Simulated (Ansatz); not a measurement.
Abridged output of a molecular run in Ansatz:

```
Functional definition: HF
1474 factors; integrals over basis functions are off by at most 9.5e-4 eV
mean field evaluation 1: about -46456.0887 eV, gradient 1.2e2 eV
mean field evaluation 2: about -46456.4130 eV, gradient 1.2e2 eV
mean field evaluation 4: about -46474.6633 eV, gradient 4.8e1 eV
mean field evaluation 8: about -46477.6865 eV, gradient 1.2e0 eV
mean field evaluation 16: about -46477.7316 eV, gradient 4.2e-3 eV
mean field -46477.73163261 eV, -1708.0251337605 hartree, gradient 2.2e-6 eV, S^2 0.000000; 0 other end points of the search recorded, 0 dependent functions left out; unrestricted orbitals would lower it
mean field evaluation 288: about -46477.7315 eV, gradient 8.0e-2 eV
mean field evaluation 544: about -46477.7316 eV, gradient 2.8e-2 eV
mean field evaluation 640: about -46477.7316 eV, gradient 5.5e-3 eV
unrestricted determinant -46480.77671595 eV, -1708.1370385092 hartree, S^2 2.2618
13 core orbitals not correlated: weight in the atoms' cores, before any rotation towards them, 1.000 or more for the frozen orbitals, at most 0.000 for the correlated occupied ones
reference -46477.73163261 eV, -1708.0251337605 hartree; 20, 20 occupied and 194, 194 virtual orbitals, 1474 factors
second order -50.21501678 eV of doubles, -0.00000000 eV of singles
cycle   1  -34.01776987 eV  change     1.6e1 eV  update   7.2e-1
cycle   2  -42.49030930 eV  change    -8.5e0 eV  update    1.1e0
cycle   3  -43.64463209 eV  change    -1.2e0 eV  update   1.1e-1
cycle   4  -43.52402469 eV  change    1.2e-1 eV  update   7.5e-2
cycle   5  -43.49122490 eV  change    3.3e-2 eV  update   2.3e-2
cycle   6  -43.55395397 eV  change   -6.3e-2 eV  update   1.2e-2
cycle   7  -43.56307539 eV  change   -9.1e-3 eV  update   5.2e-3
cycle   8  -43.55093302 eV  change    1.2e-2 eV  update   3.8e-3
cycle   9  -43.54323450 eV  change    7.7e-3 eV  update   1.6e-3
cycle  10  -43.54374703 eV  change   -5.1e-4 eV  update   1.5e-3
cycle  11  -43.54547406 eV  change   -1.7e-3 eV  update   7.8e-4
cycle  12  -43.54549368 eV  change   -2.0e-5 eV  update   7.7e-4
cycle  13  -43.54542809 eV  change    6.6e-5 eV  update   3.1e-4
cycle  14  -43.54575938 eV  change   -3.3e-4 eV  update   1.5e-4
cycle  15  -43.54583070 eV  change   -7.1e-5 eV  update   6.4e-5
cycle  16  -43.54569866 eV  change    1.3e-4 eV  update   3.9e-5
cycle  17  -43.54579050 eV  change   -9.2e-5 eV  update   3.0e-5
cycle  18  -43.54575575 eV  change    3.5e-5 eV  update   1.5e-5
perturbative correction -3.62976964 eV, -0.1333915739 hartree
Total energy: -46524.90715800 eV, -1709.7588023416 hartree
```

Its atoms:

```xyz
7

N    -0.583    0.814    0.458
Cr    0.292   -0.506   -0.339
O    -0.578   -1.780   -0.268
O     0.594   -0.081   -1.793
Cl    2.136   -0.864    0.679
H    -1.316    0.649    1.134
H    -0.544    1.768    0.130
```

**Question.** Which basis set was used?
A. cc-pV(D+d)Z
B. def2-TZVPPD
C. def2-TZVPP
D. def2-SVPD

**Answer.** C. It gives 227 functions.

**Question.** Write the keys of the input that set method, charge and spin (a neutral closed shell needs none for the last two).

**Answer.** 
```yaml
correlation: {method: ccsd_t}
```
